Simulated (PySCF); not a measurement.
Bond curve of GeB

Set-up: Ge def2-TZVPP, B def2-TZVPP; no relativity (PySCF 2.14). Energies in eV from Ge + B in their ground configurations at the same level. All curves are PBE0. state 1: ⁴Σ⁻ (quartet), unpaired electrons σ ↑, π ↑↑; state 2: Ms = 0.5 determinant of mixed spin (⟨S²⟩ near 1.8), unpaired electrons σ ↓, π ↑↑, a second solution, started from another occupation; state 3: Ms = 0.5 determinant of mixed spin (⟨S²⟩ near 1.8), unpaired electrons σ ↑, π ↑↓, a mixture of terms (⟨Lz²⟩ = 2.0), a second solution, started from another occupation; state 4: doublet, unpaired electrons σ ↑, a mixture of terms (⟨Lz²⟩ = 2.0), a second solution, started from another occupation.

```tsv
R (Å)	state 1	state 2	state 3	state 4
1.706	-2.420	-2.044	-1.997	-1.185
1.786	-2.902	-2.541	-2.494	-1.716
1.865	-3.166	-2.819	-2.773	-2.025
1.925	-3.257	-2.921	-2.875	-2.147
1.984	-3.280	-2.953	-2.908	-2.198
2.043	-3.251	-2.932	-2.886	-2.195
2.123	-3.152	-2.842	-2.797	-2.126
2.222	-2.967	-2.663	-2.619	-1.973
2.341	-2.696	-2.394	-2.352	-1.738
2.500	-2.307	-2.003	-1.962	-1.399
```

**Question.** Put a parabola through the three lowest points of the state 1 curve and estimate Re, k and ωe (reduced mass 9.582 u; 1 eV/Å² = 0.16022 mdyn/Å; ωe = 1302.8·√(k/μ) cm⁻¹).

**Answer.** Through R = 1.925, 1.984, 2.043 Å the second-order coefficient is 7.47 eV/Å², so Re ≈ 1.981 Å, k ≈ 2.39 mdyn/Å and ωe ≈ 651 cm⁻¹. A polynomial fit of higher order to the unrounded PBE0 energies gives Re = 1.977 Å, k = 2.43 mdyn/Å, ωe = 656 cm⁻¹; anharmonicity and rounding make the difference.

The higher-order fit for each curve: state 1: Re = 1.977 Å, ωe = 656 cm⁻¹, De = 3.28 eV; state 2: Re = 1.987 Å, ωe = 649 cm⁻¹, minimum 2.95 eV below the ground-state fragments; state 3: Re = 1.988 Å, ωe = 648 cm⁻¹, minimum 2.91 eV below the ground-state fragments; state 4: Re = 2.008 Å, ωe = 628 cm⁻¹, minimum 2.20 eV below the ground-state fragments.

⟨S²⟩ of the unrestricted solution departs from its pure value on part of the curve, where spin states mix. Spin–orbit coupling is left out. The state is the lowest determinant that a PBE0 search found; another state may lie lower at other levels.
